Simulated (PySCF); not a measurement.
# Electron correlation in C²⁺ (carbon, charge +2)

[He] 2s2, closed-shell 1S. All numbers are calculated (PySCF 2.14, the non-relativistic Hamiltonian (point nucleus), in dyall-acv3z (15s9p4d2f, 76 functions)). Frozen: nothing; 4 electrons correlated; the 5 highest virtual orbitals of each spin left out.

| level | correlation energy (mhartree) |
| --- | --- |
| CCSD | -121.60 |
| (T) | -0.60 |
| CCSD(T) | -122.20 |

Diagnostics: T1 = 0.0071, D1 = 0.0141, largest double amplitude 0.152.

A double-excitation amplitude exceeds 0.15, a sign of near-degeneracy.

Cost of the coupled-cluster step: of the order of 4 core-seconds, for 4 correlated electrons.

Iterations:

```
CC2 = 0
CCSD nocc = 2, nmo = 71
frozen orbitals [71, 72, 73, 74, 75]
max_cycle = 100
direct = 0
conv_tol = 1e-08
conv_tol_normt = 1e-06
diis_space = 8
diis_start_cycle = 0
Init t2, MP2 energy = -36.4998249413154  E_corr(MP2) -0.0914126578407179
Init E_corr(CCSD) = -0.091412657842414
cycle = 1  E_corr(CCSD) = -0.107352086456857  dE = -0.0159394286  norm(t1,t2) = 0.0621495
cycle = 2  E_corr(CCSD) = -0.114270070172927  dE = -0.00691798372  norm(t1,t2) = 0.0327246
cycle = 3  E_corr(CCSD) = -0.121724048480425  dE = -0.00745397831  norm(t1,t2) = 0.017321
cycle = 4  E_corr(CCSD) = -0.121567605620019  dE = 0.00015644286  norm(t1,t2) = 0.000256007
cycle = 5  E_corr(CCSD) = -0.121621391126589  dE = -5.37855066e-05  norm(t1,t2) = 8.75297e-05
cycle = 6  E_corr(CCSD) = -0.121605350966112  dE = 1.60401605e-05  norm(t1,t2) = 3.97998e-05
cycle = 7  E_corr(CCSD) = -0.121603282121457  dE = 2.06884465e-06  norm(t1,t2) = 4.37813e-06
cycle = 8  E_corr(CCSD) = -0.121603361319288  dE = -7.91978303e-08  norm(t1,t2) = 1.52074e-07
cycle = 9  E_corr(CCSD) = -0.121603351977269  dE = 9.34201835e-09  norm(t1,t2) = 3.8816e-08
CCSD converged
E(CCSD) = -36.53001563545195  E_corr = -0.1216033519772693
CCSD(T) correction = -0.000600664019982712
```
